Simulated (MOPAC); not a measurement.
MOPAC input (PM6):

```
PM6 PRECISE GNORM=0.05 LET XYZ UHF MS=0.5 GEO-OK AUX(PRECISION=9) THREADS=1
HOS2

S     1.27597500 1    0.24842000 1    0.25976700 1
S    -0.39355000 1   -0.60101800 1   -0.17483600 1
O    -1.61153500 1    0.53086300 1   -0.17552800 1
H    -1.22652200 1    1.39466200 1    0.04533200 1
```

Output:

```
 *******************************************************************************
 **                                                                           **
 **                              MOPAC v23.2.5                                **
 **                                                                           **
 *******************************************************************************
 ** MOPAC's Digital Object Identifier: https://doi.org/10.5281/zenodo.6511958 **
 **                                                                           **
 ** Please cite the open-source release paper for use of this MOPAC version:  **
 ** J. E. Moussa and J. J. P. Stewart (2026)                                  **
 ** MOPAC: An open-source semiempirical molecular orbital program             **
 ** J. Open Source Softw., 11(119), 8025, https://doi.org/10.21105/joss.08025 **
 *******************************************************************************

                              PM6 CALCULATION RESULTS

 *******************************************************************************
 *  PM6        - The PM6 Hamiltonian to be used
 *  GEO-OK     - OVERRIDE INTERATOMIC DISTANCE AND OTHER SAFETY CHECKS
 *  UHF        - UNRESTRICTED HARTREE-FOCK CALCULATION
 *  MS=        - IN MECI, MAGNETIC COMPONENT OF SPIN =  0.5
 *  LET        - OVERRIDE SOME SAFETY CHECKS
 *  PRECISE    - TIGHTER CRITERIA TO BE USED
 *  XYZ        - CARTESIAN COORDINATE SYSTEM TO BE USED
 *  GNORM      - EXIT WHEN GRADIENT NORM DROPS BELOW 0.050
 *  AUX        - OUTPUT AUXILIARY INFORMATION
 *******************************************************************************
PM6 PRECISE GNORM=0.05 LET XYZ UHF MS=0.5 GEO-OK AUX(PRECISION=9) THREADS=1
 HOS2

   ATOM   CHEMICAL          X               Y               Z
  NUMBER   SYMBOL      (ANGSTROMS)     (ANGSTROMS)     (ANGSTROMS)

     1       S          1.27597500  *   0.24842000  *   0.25976700  *
     2       S         -0.39355000  *  -0.60101800  *  -0.17483600  *
     3       O         -1.61153500  *   0.53086300  *  -0.17552800  *
     4       H         -1.22652200  *   1.39466200  *   0.04533200  *

          CARTESIAN COORDINATES

    NO.       ATOM           X           Y           Z

     1         S          1.2760      0.2484      0.2598
     2         S         -0.3936     -0.6010     -0.1748
     3         O         -1.6115      0.5309     -0.1755
     4         H         -1.2265      1.3947      0.0453

 General Reference for PM6:
 "Optimization of Parameters for Semiempirical Methods V: Modification of NDDO Approximations
 and Application to 70 Elements", J. J. P. Stewart, J. Mol. Mod., 13, 1173-1213 (2007)
 URL: https://link.springer.com/article/10.1007/s00894-007-0233-4

           Empirical Formula: H O S2  =     4 atoms

      MOLECULAR POINT GROUP   :   Cs

          UHF CALCULATION, NO. OF ALPHA ELECTRONS =   10
                           NO. OF BETA  ELECTRONS =    9

          Geometry optimization using EF

          DIAGONAL MATRIX USED AS START HESSIAN

 CYCLE:     1  GRAD.:    26.326 HEAT: -18.77945
 CYCLE:     2  GRAD.:    55.741 HEAT: -18.29395
 CYCLE:     3  GRAD.:    39.100 HEAT: -18.72034
 CYCLE:     4  GRAD.:    26.863 HEAT: -19.35451
 CYCLE:     5  GRAD.:    22.545 HEAT: -19.60302
 CYCLE:     6  GRAD.:    33.281 HEAT: -19.46013
 CYCLE:     7  GRAD.:    21.900 HEAT: -19.58277
 CYCLE:     8  GRAD.:     6.627 HEAT: -19.93463
 CYCLE:     9  GRAD.:     2.730 HEAT: -19.99801
 CYCLE:    10  GRAD.:     1.494 HEAT: -20.01412
 CYCLE:    11  GRAD.:     0.866 HEAT: -20.03818
 CYCLE:    12  GRAD.:     0.144 HEAT: -20.03884
 CYCLE:    13  GRAD.:     0.014 HEAT: -20.03885

     GRADIENT =  0.01430 IS LESS THAN CUTOFF =  0.05000

 -------------------------------------------------------------------------------
 PM6 PRECISE GNORM=0.05 LET XYZ UHF MS=0.5 GEO-OK AUX(PRECISION=9) THREADS=1
 HOS2

     GEOMETRY OPTIMISED USING EIGENVECTOR FOLLOWING (EF).
     SCF FIELD WAS ACHIEVED

                              PM6 CALCULATION
                                                       MOPAC v23.2.5 Linux

          FINAL HEAT OF FORMATION =        -20.03885 KCAL/MOL =     -83.84256 KJ/MOL

          COSMO AREA              =         96.10 SQUARE ANGSTROMS
          COSMO VOLUME            =         80.92 CUBIC ANGSTROMS

          GRADIENT NORM           =          0.01430          =       0.00715 PER ATOM
          IONIZATION POTENTIAL    =          8.797529 EV
          ALPHA SOMO LUMO (EV)    =         -8.798 -1.519
          BETA  SOMO LUMO (EV)    =         -9.823 -1.957
          NO. OF ALPHA ELECTRONS  =         10
          NO. OF BETA  ELECTRONS  =          9
          MOLECULAR WEIGHT        =         81.1273         POINT GROUP:  Cs

          MOLECULAR DIMENSIONS (Angstroms)

            Atom       Atom       Distance
            H     4    S     1     2.96583
            S     2    S     1     1.46120
            S     1    O     3     0.00000

          SCF CALCULATIONS        =         14

   ATOM   CHEMICAL          X               Y               Z
  NUMBER   SYMBOL      (ANGSTROMS)     (ANGSTROMS)     (ANGSTROMS)

     1       S          1.29761819  *   0.22043048  *   0.25835668  *
     2       S         -0.38463041  *  -0.57403227  *  -0.16845963  *
     3       O         -1.61360860  *   0.51792843  *  -0.17821351  *
     4       H         -1.39063198  *   1.45185745  *   0.02802351  *

                             CARTESIAN COORDINATES

   1    S        1.297618189     0.220430481     0.258356683
   2    S       -0.384630414    -0.574032268    -0.168459628
   3    O       -1.613608597     0.517928425    -0.178213514
   4    H       -1.390631980     1.451857450     0.028023510

           Empirical Formula: H O S2  =     4 atoms

      MOLECULAR POINT GROUP   :   Cs

          ALPHA EIGENVALUES
 -32.71559 -29.52288 -24.02163 -18.01726 -14.59114 -14.11458 -11.35728 -11.16706
 -10.06123  -8.79753  -1.51930  -0.86498   1.17807   1.47681   1.48655   1.85656
   1.85865   2.53628   2.83944   3.11103   3.16494   3.55106   4.83930

           BETA EIGENVALUES
 -31.25311 -28.70746 -22.36265 -17.35902 -14.27805 -13.42990 -10.99584 -10.10496
  -9.82345  -1.95747  -1.07776  -0.51025   1.10475   1.15246   1.40103   1.85820
   1.85926   2.47841   2.87462   3.07815   3.17298   3.57511   4.92486

              NET ATOMIC CHARGES AND DIPOLE CONTRIBUTIONS

  ATOM NO.   TYPE          CHARGE      No. of ELECS.   s-Pop       p-Pop       d-Pop
    1          S          -0.404886        6.4049     1.97638     4.30195     0.12656
    2          S           0.636232        5.3638     1.92069     3.19907     0.24400
    3          O          -0.567287        6.5673     1.82088     4.74641
    4          H           0.335940        0.6641     0.66406
 DIPOLE           X         Y         Z       TOTAL
 POINT-CHG.    -1.546    -1.251    -0.486     2.048
 HYBRID         1.100     1.280     0.416     1.738
 SUM           -0.446     0.029    -0.070     0.453

          ATOMIC ORBITAL ELECTRON POPULATIONS

     Atom    s        px        py        pz      x^2-y^2     xz        z^2       yz        xy
    1  S   1.97638   1.07188   1.65184   1.57823   0.03498   0.03511   0.01570   0.00734   0.03342
    2  S   1.92069   0.85682   0.96327   1.37898   0.04622   0.04136   0.03570   0.01905   0.10168
    3  O   1.82088   1.52442   1.35153   1.87045
    4  H   0.66406

                    (SZ)    =    0.500000
                    (S**2)  =    0.773415

          ATOMIC ORBITAL SPIN POPULATIONS

    Atom   Total    s     px     py     pz   x^2-y^2  xz     z^2    yz     xy
         Atomic
    1  S  0.3446  0.004 -0.001  0.013  0.356 -0.003 -0.016 -0.003 -0.002 -0.004
    2  S  0.5659  0.019  0.023 -0.005  0.541 -0.002 -0.014  0.001  0.008 -0.004
    3  O  0.0977  0.004  0.011  0.010  0.073
    4  H -0.0082 -0.008

 **********************
 *                    *
 * JOB ENDED NORMALLY *
 *                    *
 **********************

 == MOPAC DONE ==
```

The geometry given is a B3LYP-D3(BJ)/def2-TZVP minimum.
